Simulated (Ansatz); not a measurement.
Relaxation of AlF$_{2}$H$_{3}$OS (8 atoms, charge 0, multiplicity 1), to a largest force component of 0.03 eV/Å in at most 50 steps.

The calculation used RHF/6-31G* (Ansatz).

```xyz
8
Properties=species:S:1:pos:R:3:forces:R:3
Al -0.061 -0.222 0.049 -0.25 0.12 1.30
O -0.277 -0.368 1.767 0.17 -0.13 -1.35
H -1.078 -0.723 2.120 -0.07 -0.04 0.03
F 1.441 -0.040 -0.542 -0.04 -0.02 -0.02
F -1.328 -0.421 -0.961 0.15 0.01 0.09
S -0.011 2.902 1.522 0.04 -0.95 0.43
H 1.318 2.970 1.518 -0.12 -0.01 0.02
H -0.071 1.774 2.289 0.12 1.02 -0.51
```

Where does it end, and by what steps?

It converged. The force dipped under the threshold on the way, but the program's further checks kept it going. After 24 steps the energy has fallen by 0.501 eV; H7 moved furthest, 1.04 Å. Joined: Al1–S6 (3.45 → 2.53 Å).

```
step  energy less start (eV)  largest force component (eV/Å)  accepted
   0                  0.0000                           1.351       yes
   1                 -0.0922                           1.211       yes
   2                 -0.1991                           1.237       yes
   3                 -0.3612                           1.040       yes
   4                 -0.3691                           1.165       yes
   5                 -0.4436                           0.685       yes
   6                 -0.4567                           0.539       yes
   7                 -0.4740                           0.112       yes
   8                 -0.4785                           0.180       yes
   9                 -0.4816                           0.144       yes
  10                 -0.4842                           0.235       yes
  11                 -0.4862                           0.240       yes
  12                 -0.4890                           0.267       yes
  13                 -0.4900                           0.382       yes
  14                 -0.4960                           0.115       yes
  15                 -0.4933                           0.286        no
  16                 -0.4991                           0.042       yes
  17                 -0.5001                           0.022       yes
  18                 -0.4999                           0.116        no
  19                 -0.5004                           0.034       yes
  20                 -0.5005                           0.082       yes
  21                 -0.5004                           0.098        no
  22                 -0.5008                           0.036       yes
  23                 -0.5009                           0.032       yes
  24                 -0.5012                           0.005       yes
```

```xyz
8
Properties=species:S:1:pos:R:3
Al -0.022 0.052 0.415
O -0.527 -0.798 1.793
H -1.335 -1.283 1.849
F 1.581 0.070 0.057
F -1.049 0.236 -0.855
S -0.138 2.376 1.408
H 0.736 3.037 0.663
H 0.686 2.183 2.429
```

Whether the end is a true minimum wasn't checked by a vibrational analysis.

Time of the run: 56 s on 1 thread of Arm Neoverse V1, on a shared host, peak memory 0.16 GiB.
